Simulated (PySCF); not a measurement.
A calculated (PBE, PySCF 2.14, x2c-TZVPall, scalar relativity by spin-free X2C-1e) atom or ion has these occupied shells.

| shell | electrons | orbital energy (eV) | rms radius, mean of both spins (bohr) |
| --- | --- | --- | --- |
| 1s α | 1 | -17808.0 | 0.0426 |
| 1s β | 1 | -17808.0 | 0.0426 |
| 2s α | 1 | -2474.3 | 0.176 |
| 2s β | 1 | -2474.2 | 0.176 |
| 2p α | 3 | -2207.9 | 0.156 |
| 2p β | 3 | -2207.8 | 0.156 |
| 3s α | 1 | -411.01 | 0.491 |
| 3s β | 1 | -410.91 | 0.491 |
| 3p α | 3 | -324.17 | 0.499 |
| 3p β | 3 | -324.06 | 0.499 |
| 3d α | 5 | -181.41 | 0.498 |
| 3d β | 5 | -181.24 | 0.498 |
| 4s α | 1 | -61.483 | 1.29 |
| 4s β | 1 | -60.442 | 1.29 |
| 4p α | 3 | -39.579 | 1.47 |
| 4p β | 3 | -38.347 | 1.47 |
| 4d α | 2 | -10.998 | 2.34 |
| 5s α | 1 | -10.464 | 3.61 |

Question: Name the element and its charge.

Answer: Zr⁺ (zirconium, charge +1), in [Kr] 4d2 5s1, high-spin 4F determinant.
